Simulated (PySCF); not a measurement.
W(NH)(S)(Cl)(Me) (CH₄ClNSW), SMILES [CH3][W](=[NH])(=[S])[Cl], multiplicity 1.

Geometry optimised at PBE0-D3(BJ)/def2-SVP. The multiplicity is an assumed one; no other spin state was optimised. The structure was generated by enumeration; whether it is a known compound was not checked. The def2 effective core potentials stand for the cores of W; spin–orbit coupling is left out.

The numbers are results of PySCF with PBE/def2-TZVP, not measurements.

Gas-phase values at a fixed geometry.

```json
{
 "total_energy": "-1020.54048 hartree",
 "highest_occupied_level": "-6.39 eV",
 "lowest_empty_level": "-3.46 eV",
 "orbital_gap": "2.93 eV",
 "dipole_moment": "2.06 D",
 "quadrupole, principal values (traceless, Buckingham form, about the centre of nuclear charge)": "-7.18, -0.18, 7.36 D·Å",
 "mean_static_polarisability": "94.3 bohr³ (13.98 Å³)",
 "polarisability_principal_values": "84.3, 91.7, 107.0 bohr³"
}
```
